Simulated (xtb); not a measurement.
xtb input:

```bash
xtb mol.xyz --gfn 1 --sp --chrg 0 --uhf 0
```
mol.xyz:
```
19

C      1.54435780     0.24048329     1.58450799
C      1.18088464    -0.15409209     0.15611342
C      1.89520279     0.71778951    -0.87514181
N     -0.29106319    -0.15235062    -0.06201940
Si    -0.90304209    -1.54823052    -0.87887831
Si    -1.26905746     1.17433253     0.47133047
H      2.62048709     0.15012800     1.74090421
H      1.26989944     1.27832744     1.79047939
H      1.03346685    -0.39668283     2.30671830
H      1.52486586    -1.18549642     0.01314635
H      1.60742775     1.76439245    -0.76198074
H      2.97844123     0.64876885    -0.75532560
H      1.64034373     0.40278231    -1.88740090
H     -2.36814044    -1.41892412    -1.02660288
H     -0.28225140    -1.70571239    -2.22008870
H     -0.58554057    -2.78235862    -0.11495066
H     -0.65068833     2.47390285     0.11009118
H     -2.58585437     1.05499388    -0.18926067
H     -1.47829221     1.19182026     1.94119884
```

### Question
Which total energy does the run end on?

### Answer
-20.33598 Eh (GFN1-xTB).
